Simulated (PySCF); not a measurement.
Electronic structure of Cl⁺ (chlorine, charge +1) at the UHF level

Configuration: [Ne] 3s2 3p4, high-spin 3P determinant. Computed with PySCF 2.14 in aug-cc-pV(D+d)Z, with no relativity, point nucleus.

| Property | Result |
| --- | --- |
| Total energy | -459.038417 hartree |
| One-electron energy | -627.2619 hartree |
| Hartree (Coulomb) energy | 195.4780 hartree |
| Exchange energy | -27.2545 hartree |
| Kinetic energy | 459.03188 hartree |
| ⟨S²⟩ | 2.0087 |
| ⟨L²⟩ | 2.027 |
| Sum of ⟨r⟩ | 13.37 bohr |
| Sum of ⟨r²⟩ | 20.85 bohr² |
| Traceless quadrupole moment −½Σ⟨3z² − r²⟩ along its main axis | -1.55 e·bohr² |
| Density at the nucleus (Gaussians lack the cusp) | 3130 bohr⁻³ |
| Spin density at the nucleus | 0.338 bohr⁻³ |
| Langevin diamagnetic susceptibility | -16.5 ×10⁻⁶ cm³/mol |

```json
{"shell": "1s α", "electrons": "1", "mean orbital energy (eV)": "-2867.3", "spread (eV)": "0", "rms radius, mean of both spins (bohr)": "0.106"}
{"shell": "1s β", "electrons": "1", "mean orbital energy (eV)": "-2866.6", "spread (eV)": "0", "rms radius, mean of both spins (bohr)": "0.106"}
{"shell": "2s α", "electrons": "1", "mean orbital energy (eV)": "-301.71", "spread (eV)": "0", "rms radius, mean of both spins (bohr)": "0.481"}
{"shell": "2s β", "electrons": "1", "mean orbital energy (eV)": "-301.02", "spread (eV)": "0", "rms radius, mean of both spins (bohr)": "0.481"}
{"shell": "2p α", "electrons": "3", "mean orbital energy (eV)": "-232.93", "spread (eV)": "0.776", "rms radius, mean of both spins (bohr)": "0.452"}
{"shell": "2p β", "electrons": "3", "mean orbital energy (eV)": "-231.72", "spread (eV)": "0.504", "rms radius, mean of both spins (bohr)": "0.452"}
{"shell": "3s α", "electrons": "1", "mean orbital energy (eV)": "-43.585", "spread (eV)": "0", "rms radius, mean of both spins (bohr)": "1.62"}
{"shell": "3s β", "electrons": "1", "mean orbital energy (eV)": "-36.635", "spread (eV)": "0", "rms radius, mean of both spins (bohr)": "1.62"}
{"shell": "3p α", "electrons": "3", "mean orbital energy (eV)": "-26.357", "spread (eV)": "2.210", "rms radius, mean of both spins (bohr)": "1.86"}
{"shell": "3p β", "electrons": "1", "mean orbital energy (eV)": "-23.533", "spread (eV)": "0", "rms radius, mean of both spins (bohr)": "1.86"}
```

Spin-orbit constants ζ (cm⁻¹) from the X2C one-electron operator on these orbitals (non-relativistic here): bare nucleus, nucleus screened by l(l+1)(2l+1)/3 electrons, and screened by the Breit-Pauli mean field of the electrons.

```
shell   bare  screened nucleus  mean field
   2p   9800              8647        8111
   3p  784.1             691.9       640.9
```

To first order the Landé constant is A = -320.4 cm⁻¹, so the lowest level has J = 2 and lies 0.0397 eV below the centre of the term. This holds in LS coupling only.
